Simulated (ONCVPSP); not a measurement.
He: one change to an ONCV potential, before and after

ONCVPSP 4.0.1 input, shortened (lines: element, Z, core and valence counts, functional; n l f; lmax; l rc ep ncon nbas qcut; lloc lpopt rc5 dvloc0; l nproj debl; icmod fcfact rcfact), PBE, scalar-relativistic:

```
  He 2.00    0    1        4      upf
    1    0    1.00
    1
    0    0.45    0.00    3    7   17.10
    1    0.45    0.38    5    9   15.10
    4    5    0.30    0.00
    0    2    2.80
    1    1    0.60
    0    0.00    0.00
```

All-electron outer shells of the reference configuration (PBE, scalar-relativistic, ld1.x):

```csv
shell,level (eV),outermost node (bohr),outermost maximum (bohr)
1s,-39.13,–,0.51
```

Change: all radii scaled by about 1.24 (s 0.56, p 0.56 bohr); local potential polynomial inside 0.38 bohr (lpopt 5, dvloc0 0 Ha).

Cutoffs: the cutoffs (Ha) at which the residual kinetic energy of the hardest occupied pseudo-wave falls to 1 and 0.1 mHa per electron; they do not see the model core or the augmentation charge, which bear on the density cutoff. Errors are all-electron minus pseudo energies relative to the spin-unpolarised reference configuration.

Problem. How do hardness, ghosts and transferability respond?

Solution. The potential gets softer (103 Ha and 139 Ha → 87 Ha and 114 Ha); neither file shows a bound ghost. A larger radius leaves more room for a smooth pseudo-wave, so fewer plane waves are needed.

```csv
quantity,base,changed
"cutoff, loose",103 Ha,87 Ha
"cutoff, tight",139 Ha,114 Ha
bound ghosts,none,none
GHOST(+) flags under 300 eV,none,none
"error for 1s2, meV [ΔE -26.96 eV]",+5.1,+6.9
"error for 1s1.5, meV [ΔE -16.41 eV]",+2.3,+2.8
```
